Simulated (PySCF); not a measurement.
F₂, charge +1, doublet, at a GFN2-xTB geometry (a state made from the parent by changing its charge; the spin is typed, not shown lowest); PBE0/6-31G** (PySCF).

Input for PySCF:
```python
from pyscf import gto, scf, dft

mol = gto.Mole()
mol.atom = '''
    F    -0.00000000   -0.00000000   -0.64677315
    F     0.00000000    0.00000000    0.64677315
'''
mol.basis = '6-31g**'
mol.charge = 1
mol.spin = 1
mol.verbose = 4
mol.build()

mf = dft.UKS(mol)
mf.xc = 'pbe0'
mf.kernel()
```

What the program printed (banner, timings and long lists left out):

```
PySCF version 2.14.0

[INPUT] verbose = 4
[INPUT] num. atoms = 2
[INPUT] num. electrons = 17
[INPUT] charge = 1
[INPUT] spin (= nelec alpha-beta = 2S) = 1
[INPUT] symmetry False subgroup None
[INPUT] Mole.unit = angstrom
[INPUT] Symbol           X                Y                Z      unit          X                Y                Z       unit  Magmom
[INPUT]  1 F      0.000000000000   0.000000000000  -0.646773150000 AA    0.000000000000   0.000000000000  -1.222224118222 Bohr   0.0
[INPUT]  2 F      0.000000000000   0.000000000000   0.646773150000 AA    0.000000000000   0.000000000000   1.222224118222 Bohr   0.0

nuclear repulsion = 33.1363122329058
number of shells = 12
number of NR pGTOs = 54
number of NR cGTOs = 28
basis = 6-31g**
ecp = {}

******** <class 'pyscf.dft.uks.UKS'> ********
method = UKS
initial guess = minao
damping factor = 0
level_shift factor = 0
DIIS = <class 'pyscf.scf.diis.CDIIS'>
diis_start_cycle = 1
diis_space = 8
diis_damp = 0
SCF conv_tol = 1e-09
SCF conv_tol_grad = None
SCF max_cycles = 50
direct_scf = True
direct_scf_tol = 1e-13
number electrons alpha = 9  beta = 8
XC library pyscf.dft.libxc version 7.1.2
    S. Lehtola, C. Steigemann, M. J. T. Oliveira, and M. A. L. Marques,  SoftwareX 7, 1–5 (2018)
XC functionals = pbe0
    C. Adamo and V. Barone,  J. Chem. Phys. 110, 6158 (1999)
    M. Ernzerhof and G. E. Scuseria,  J. Chem. Phys. 110, 5029 (1999)
radial grids:
    Treutler-Ahlrichs [JCP 102, 346 (1995); DOI:10.1063/1.469408] (M4) radial grids

becke partition: Becke, JCP 88, 2547 (1988); DOI:10.1063/1.454033
pruning grids: <function nwchem_prune>
grids dens level: 3
symmetrized grids: False
atomic radii adjust function: <function treutler_atomic_radii_adjust>
small_rho_cutoff = 0
Set gradient conv threshold to 3.16228e-05
tot grids = 28528
init E= -199.48458129719

cycle= 1 E= -198.681102525451  delta_E= 0.803  |g|= 0.441  |ddm|=  1.2
cycle= 2 E= -198.723753227908  delta_E= -0.0427  |g|= 0.261  |ddm|= 0.394
cycle= 3 E= -198.746210448021  delta_E= -0.0225  |g|= 0.011  |ddm|= 0.152
cycle= 4 E= -198.746258083111  delta_E= -4.76e-05  |g|= 0.00344  |ddm|= 0.00903
cycle= 5 E= -198.746262623692  delta_E= -4.54e-06  |g|= 0.000378  |ddm|= 0.00228
cycle= 6 E= -198.746262707529  delta_E= -8.38e-08  |g|= 2.75e-05  |ddm|= 0.000393
cycle= 7 E= -198.746262708143  delta_E= -6.15e-10  |g|= 2.83e-06  |ddm|= 3.28e-05
Extra cycle  E= -198.74626270815  delta_E= -6.59e-12  |g|= 7.9e-07  |ddm|= 2.74e-06
converged SCF energy = -198.74626270815  <S^2> = 0.75261036  2S+1 = 2.0026087
```
